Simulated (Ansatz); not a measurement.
`[Br][AlH][Br]` + `O[SiH3]` → `[SiH3][O][AlH][Br]` + HBr at 400 K and 1 bar (ligand exchange at the Al–Br bond).

Calculated with Ansatz (gas phase, PBE0-D4/def2-TZVP geometries, no zero-point term in ΔE). CBS: MP2 limit from def2 TZ/QZ plus the TZ coupled-cluster correction, frozen cores. For Br outer-core shells are correlated without core-valence functions, which leaves a few kJ/mol of doubt a bond. Scalar relativity is left out up to krypton. One conformer a species, not always the lowest.

```json
{"species": "`[Br][AlH][Br]`", "CCSD(T)/CBS energy (Eh)": "-5389.38299", "H − E (kJ/mol)": "45.2", "S (J/(mol·K))": "331.3"}
{"species": "`O[SiH3]`", "CCSD(T)/CBS energy (Eh)": "-366.69042", "H − E (kJ/mol)": "120.0", "S (J/(mol·K))": "276.4"}
{"species": "`[SiH3][O][AlH][Br]`", "CCSD(T)/CBS energy (Eh)": "-3182.15432", "H − E (kJ/mol)": "131.5", "S (J/(mol·K))": "411.9"}
{"species": "HBr", "CCSD(T)/CBS energy (Eh)": "-2573.91920", "H − E (kJ/mol)": "27.6", "S (J/(mol·K))": "207.2"}
```

H − E and S are ideal-gas, rigid-rotor, harmonic terms from PBE0-D4/def2-TZVP, for one conformer and one mirror image of each species. 1 Eh = 2625.50 kJ/mol, R = 8.31446 J/(mol·K).

Task: By hand: ΔE, ΔH, ΔS and ΔG.

Result: ΔE = (-3182.15432) + (-2573.91920) − (-5389.38299) − (-366.69042) = -0.00011 Eh = -0.3 kJ/mol. Δ(H − E) = 131.5 + 27.6 − 45.2 − 120.0 = -6.1, so ΔH = -6.4 kJ/mol. ΔS = 411.9 + 207.2 − 331.3 − 276.4 = 11.4 J/(mol·K). ΔG = -6.4 − 400 × (11.4)/1000 = -11.0 kJ/mol.

Task: By hand: the equilibrium constant, and the temperature at which ΔG would vanish if ΔH and ΔS stayed fixed.

Result: log₁₀ K = −ΔG/(RT ln 10) = 1.4. ΔH and −TΔS have one sign here, so there is no such temperature.

TΔS isn't small against ΔH here. A doubt of 5 kJ/mol in ΔE shifts log₁₀ K by 0.7 here. Other conformers and mirror images would add mixing entropy, several J/(mol·K) or more a flexible species. Modes under 60 cm⁻¹, often nearly free rotors, make the harmonic entropy too high. These are equilibria of isolated gas molecules and say nothing of rates. Largest T1 diagnostic: 0.011 (customary marks: 0.02 for closed shells, 0.045 for open ones).

ΔS is within the doubt of such terms, so its sign, and with it that verdict, could turn.
